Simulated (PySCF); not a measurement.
Method: TPSSh-D3(BJ)/def2-TZVP // BP86-D3(BJ)/def2-SVP (PySCF). Isolated molecules, 0 K electronic values unless said otherwise. One relaxed conformer stands for a flexible species; it need not be the lowest. 

Reference species: [Hf(H)4] (neutral, multiplicity 1).

* **LUMO**: -2.49 eV
* **HOMO–LUMO gap**: 5.40 eV
* **coordination number**: 4

Changed species: [Hf(H)3(SH)] (1 of 4 H replaced by SH; the reference has 0 of 4 H replaced by SH).

Task: What does the change do to the LUMO, HOMO–LUMO gap and coordination number?

Result: the LUMO stays essentially unchanged; the HOMO–LUMO gap decreases by 0.37 eV, to 5.03 eV; the coordination number hardly moves.
